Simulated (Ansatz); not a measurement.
Basis sets compared for Li₈H₈. Charge 0, multiplicity 1. Geometry r2SCAN-D4/def2-SVP. Ansatz on 4 threads of Arm Neoverse V2 on a shared host; times are rough, and most runs start from earlier orbitals.

```
atom    x (Å)    y (Å)    z (Å)
 Li1  -1.3838  -1.7887   1.3826
 Li2   1.3616  -1.4011   0.3544
 Li3  -0.8549  -0.8534  -1.5778
 Li4   1.2848   0.2879  -2.3003
 Li5   0.4379  -0.5589   2.5545
 Li6  -0.3375   2.0578  -1.6364
 Li7   1.1477   1.5831   0.3563
 Li8  -1.6549   0.6737   0.8673
  H9  -0.5184   0.5825  -2.6491
 H10  -0.6708   1.9625   0.1289
 H11  -1.3265  -0.2394   2.4104
 H12   0.3502  -2.1836   1.6537
 H13   1.5644   0.1676   1.3546
 H14  -1.8645  -0.9079  -0.1108
 H15   0.9687  -1.2212  -1.3738
 H16   1.4963   1.8390  -1.4144
```

B3LYP takes the VWN-RPA correlation. The structure comes from a short search, and lower isomers may exist.

Binding counts from free atoms (Li doublet, H doublet) in the same basis, without a counterpoise term.

| level | functions | energy (Eh) | HOMO (eV) | LUMO (eV) | binding per atom (eV) | wall time |
| --- | --- | --- | --- | --- | --- | --- |
| HF/STO-3G | 48 | -63.4040 | -8.74 | 2.69 | 1.95 | 0.2 s |
| HF/6-31G | 88 | -64.3412 | -9.25 | 1.08 | 1.54 | 0.45 s |
| PBE-D4/def2-SVP | 112 | -64.8567 | -5.15 | -1.27 | 2.10 | 1.4 s |
| PBE-D4/def2-TZVP | 160 | -64.9048 | -5.27 | -1.27 | 2.06 | 1.5 s |
| r2SCAN-D4/def2-TZVP | 160 | -65.0664 | -5.49 | -0.77 | 2.09 | 3 s |
| B3LYP-D4/6-31G | 88 | -65.1832 | -6.27 | -0.79 | 2.13 | 1.3 s |
| B3LYP-D4/def2-TZVP | 160 | -65.2302 | -6.25 | -0.80 | 2.16 | 1.6 s |
| PBE0-D4/def2-SVP | 112 | -64.9087 | -6.31 | -0.72 | 2.09 | 1.4 s |
| PBE0-D4/def2-TZVP (with forces) | 160 | -64.9536 | -6.42 | -0.69 | 2.06 | 2.3 s |

(1) Estimate the rows for PBE-D4/def2-TZVPD, r2SCAN-D4/def2-TZVPD, PBE0-D4/def2-TZVPD.

Results:

(1) 
```tsv
level	functions	energy (Eh)	HOMO (eV)	LUMO (eV)	binding per atom (eV)	wall time
PBE-D4/def2-TZVPD	208	-64.9111	-5.21	-1.27	2.07	2.5 s
r2SCAN-D4/def2-TZVPD	208	-65.0739	-5.40	-0.75	2.11	4.7 s
PBE0-D4/def2-TZVPD	208	-64.9610	-6.34	-0.73	2.07	2.9 s
```
